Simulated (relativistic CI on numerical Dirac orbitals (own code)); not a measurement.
## Hyperfine structure of Cu2+, mass number 63

Computed by Dirac-Coulomb-Breit CI, orbitals from a KLI potential per configuration, model QED (radiative potential, 1s self-energy scaled to tabulated hydrogen-like ionisation energies), valence Slater integrals scaled by 0.85, P86 correlation energy added to each configuration (own radial code, finite nucleus).

Configurations in the expansion (outside the closed core [Ar]): 3d⁹, 3d⁸4s, 3d⁸4p, 3d⁷4s², 3d⁸5s, 3d⁸4d, 3d⁸5p, 3d⁷4s4p, 3d⁸4f, 3d⁸5d, 3d⁸5f, 3d⁸5g, 3d⁷4p², 3d⁷4s5s. Levels of other configurations are missing.

Nuclear spin I = 3/2, μ = 2.2259 μN, Q = -0.22 b (tables of Stone and Pyykkö). The electronic factors are computed for point nuclear moments, without core polarisation; leaving it out makes A of s and p electrons in near-neutral atoms 20 to 40 % too small, and it can dominate for d and f shells.

```csv
Level,E (eV),A (MHz),B (MHz)
3d⁹ ²D5/2,0.0000,802.4,237
3d⁹ ²D3/2,0.2457,1902,170
3d⁸4s ⁴F9/2,6.8662,2235,131
3d⁸4s ⁴F7/2,7.0195,1553,87
3d⁸4s ⁴F5/2,7.1493,1001,59.8
3d⁸4s ⁴F3/2,7.2392,-483.8,61.1
3d⁸4s ²F7/2,7.6676,893.1,130
3d⁸4s ²F5/2,7.9047,2497,109
```

Levels with J = 0, under 50 % of one LS term, or S terms without an open s electron are left out. Small factors come from cancelling terms and can be off by tens of per cent or more.

For a near-neutral ion this model can misplace configurations by up to about 10,000 cm⁻¹ (more where the count of f electrons changes) and terms by 10 to 25 % of their spread. Rates follow the energies as ν³ (E1, M1) or ν⁵ (E2), so they and the lifetimes can be off by large factors. The fine structure of a lone outer electron comes out too small, for d and f at times inverted, and misplaced configurations move strength between like terms. 60 of the 60 excited levels that our extract of the measured tables holds in this range could be paired (the sources list more); they are missed by 6480 cm⁻¹ on average and 8855 at most, and levels without a partner can miss by more.

**Question.** Give the hyperfine levels of 3d⁹ ²D5/2 relative to its centre of gravity.

**Answer.** With K = F(F + 1) − I(I + 1) − J(J + 1), E = AK/2 + B[¾K(K + 1) − I(I + 1)J(J + 1)]/[2I(2I − 1)J(2J − 1)]: F = 1: -4047, F = 2: -2631, F = 3: -330.8, F = 4: 3068 MHz.

LS names give the leading component of a level, which can be under half, so a name can repeat, a term be missing and a line seem to break the LS rules.
